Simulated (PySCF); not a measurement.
isotetrasilane (H10Si4), singlet, at a GFN2-xTB geometry. Base run: R2SCAN/def2-SVP in PySCF.

PySCF was given this input:
```python
from pyscf import gto, scf, dft

mol = gto.Mole()
mol.atom = '''
    Si   -0.01394313    2.09614472   -0.79913652
    Si    0.04558500    0.14517732    0.46898895
    Si    1.91744944   -1.16426879    0.02240857
    Si   -1.94350764   -1.05927062    0.36518505
    H     1.20137455    2.90488590   -0.67825699
    H    -0.16176468    1.78520261   -2.22362805
    H    -1.12917524    2.98053605   -0.45309522
    H     0.18280575    0.58219256    1.88074744
    H     3.18280585   -0.44523778    0.18824825
    H     1.89596136   -1.64599453   -1.36149566
    H     2.00972012   -2.35449961    0.87123596
    H    -1.95871071   -2.23300110    1.24140469
    H    -3.12199303   -0.26661890    0.72371910
    H    -2.17919530   -1.55642221   -0.99312418
'''
mol.basis = 'def2-svp'
mol.verbose = 4
mol.build()

mf = dft.RKS(mol)
mf.xc = 'r2scan'
mf.kernel()
mf.analyze()
```

Variants of this job, named by their change:

```csv
change,ΔE vs base (mEh),fitting functions,dipole (D)
base,0.000,-,0.17
auxbasis = cc-pvtz-ri,-53.258,788,0.17
auxbasis = autoaux,-0.140,874,0.17
auxbasis = def2-svp-ri,-1779.6,388,0.18
auxbasis = def2-universal-jfit,-1.077,314,0.17
auxbasis = def2-tzvp-ri,-74.225,602,0.17
auxbasis = even-tempered beta=2.0,-0.056,900,0.17
auxbasis = cc-pvdz-jkfit,-0.171,678,0.17
auxbasis = even-tempered beta=3.0,-2.960,630,0.17
auxbasis = default (with mf = mf.density_fit()),-1.077,314,0.17
```

A fitting set is made for a task (jfit for Coulomb, jkfit for Coulomb and exchange, ri for correlation) and for a family of orbital bases.
